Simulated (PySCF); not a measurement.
# V⁺: ionisation energy

V⁺ [Ar] 3d4 (5D) → V²⁺ [Ar] 3d3 (4F), as a difference of total energies. Computed with PySCF 2.14 in aug-cc-pVDZ (7s6p4d2f, 59 functions), with the non-relativistic Hamiltonian (point nucleus). Correlated levels: valence: [Ar] frozen. The calculations carry no spin-orbit coupling.

```tsv
method	ionisation energy (eV)	plus first-order spin-orbit estimate	difference from reference of that sum (eV)
UHF	13.313	13.296	-1.338
LDA	15.754	15.736	+1.102
PBE	15.404	15.386	+0.752
MN15	15.280	15.262	+0.628
TPSSh	14.924	14.906	+0.272
BP86	15.396	15.378	+0.744
MP2 (valence)	13.998	13.980	-0.654
SCS-MP2 (valence)	13.542	13.524	-1.110
```

Reference: 14.634 ± 0.007 eV (measured; NIST Atomic Spectra Database, ionization energies).

A first-order spin-orbit estimate (lowest level to lowest level, LS coupling) adds -0.018 eV.

These non-relativistic numbers lack the scalar-relativistic shift.

Errors of the correlated levels include the incompleteness of this basis and the frozen core.
